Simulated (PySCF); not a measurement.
Species: C2H5ClOSi.
Z-matrix (Å and degrees, PBE0-D3(BJ)/def2-SVP geometry), rows numbered from 1:
```
C 
C   1  1.3328
Cl  2  1.7546  1  120.91
O   2  1.3292  1  124.53  3   179.60
Si  4  1.6936  2  129.63  1   177.33
H   1  1.0876  2  120.85  3    -0.03
H   1  1.0905  2  118.83  3  -179.89
H   5  1.4853  4  103.17  2  -178.30
H   5  1.4889  4  110.85  2    63.42
H   5  1.4890  4  110.79  2   -59.87
```

Computed, not measured: PySCF 2.14.0, PBE0-D3(BJ)/def2-SVP geometry optimisation, gas phase.

Masses are those of the commonest isotopes; rigid-rotor values at the optimised geometry. The values belong to one conformer with, in the numbering `[CH2:1]=[C:2]([Cl:3])[O:4][SiH3:5]`, C1–C2–O4–Si5 177°.

(1) Give the principal moments of inertia and the rotational constants in MHz.

(2) What kind of rotor is it?

(3) What does the inertial defect say?

(4) Give the other two planar moments, Paa and Pbb, and the rms extents of the mass along the axes.

(5) Give the coordinates in the principal-axis frame, origin at the centre of mass.

(6) Where do the levels up to J = 5 lie, in MHz?

(7) Which lines would a microwave search look for?

## Answers

(1) Ia = 102.13, Ib = 219.59, Ic = 315.64 u·Å²; 505379 MHz·u·Å²/I gives A = 4948, B = 2301, C = 1601 MHz.

(2) An asymmetric top; Ray's κ = -0.582.

(3) Not planar: Δ = Ic − Ia − Ib = -6.08 u·Å². For a rigid frame Δ = −2 Σ m c², so Σ m c² = 3.04 u·Å² lies off the ab plane: 3.02 from hydrogen and 0.02 from heavier atoms. The atom farthest from that plane is 1.25 Å away.

(4) Paa = Σ m a² = (Ib + Ic − Ia)/2 = 216.55 and Pbb = Σ m b² = (Ia + Ic − Ib)/2 = 99.09 u·Å². With the mass M = 107.98 u, the rms extents √(P/M) along a, b and c are 1.42, 0.96, 0.17 Å.

(5) The sense of each axis is arbitrary; atoms in the order of the calculation.
| atom | mass (u) | a (Å) | b (Å) | c (Å) |
| --- | --- | --- | --- | --- |
| C1 | 12.000 | -1.705 | 1.493 | 0.015 |
| C2 | 12.000 | -0.716 | 0.600 | -0.002 |
| Cl3 | 34.969 | -1.057 | -1.122 | -0.002 |
| O4 | 15.995 | 0.576 | 0.907 | -0.027 |
| Si5 | 27.977 | 1.930 | -0.110 | 0.009 |
| H6 | 1.008 | -2.745 | 1.174 | 0.029 |
| H7 | 1.008 | -1.455 | 2.554 | 0.013 |
| H8 | 1.008 | 3.070 | 0.842 | -0.003 |
| H9 | 1.008 | 1.969 | -0.984 | -1.195 |
| H10 | 1.008 | 1.942 | -0.928 | 1.253 |

(6) Above 0(0,0):
J = 1: 1(0,1) 3903, 1(1,1) 6550, 1(1,0) 7250
J = 2: 2(0,2) 11586, 2(1,2) 13655, 2(1,1) 15755, 2(2,1) 23697, 2(2,0) 23818
J = 3: 3(0,3) 22831, 3(1,3) 24242, 3(1,2) 28430, 3(2,2) 35404, 3(2,1) 35989, 3(3,1) 50461, 3(3,0) 50474
J = 4: 4(0,4) 37397, 4(1,4) 38243, 4(1,3) 45154, 4(2,3) 50920, 4(2,2) 52547, 4(3,2) 66279, 4(3,1) 66371, 4(4,1) 87076, 4(4,0) 87078
J = 5: 5(0,5) 55136, 5(1,5) 55594, 5(1,4) 65742, 5(2,4) 70163, 5(2,3) 73555, 5(3,3) 86088, 5(3,2) 86444, 5(4,2) 106859, 5(4,1) 106869, 5(5,1) 133584, 5(5,0) 133584
The levels of one J sum to (2J + 1)J(J + 1)(A + B + C)/3.

(7) The dipole components are |μa| = 0.74 D, |μb| = 0.08 D, |μc| = 0.04 D. The squared components, which scale the intensities, stand as 1.00 : 0.01 : 0.00 (a : b : c). Some lines, for components of 0.1 D or more:

```
type  branch         J(Ka,Kc)   MHz  lower level (cm⁻¹)
   a       Q  1(1,0) ← 1(1,1)   700               0.218
   a       Q  2(1,1) ← 2(1,2)  2101               0.455
   a       R  1(0,1) ← 0(0,0)  3903               0.000
   a       R  2(1,2) ← 1(1,1)  7105               0.218
   a       R  2(0,2) ← 1(0,1)  7684               0.130
   a       R  2(1,1) ← 1(1,0)  8505               0.242
```

No frequency check. These are rigid-rotor constants of the computed structure; measured ground-state constants (B0) also hold zero-point vibration. A rigid rotor knows nothing of internal rotation, which can split or shift real lines. Quadrupole hyperfine structure (35Cl) is left out.
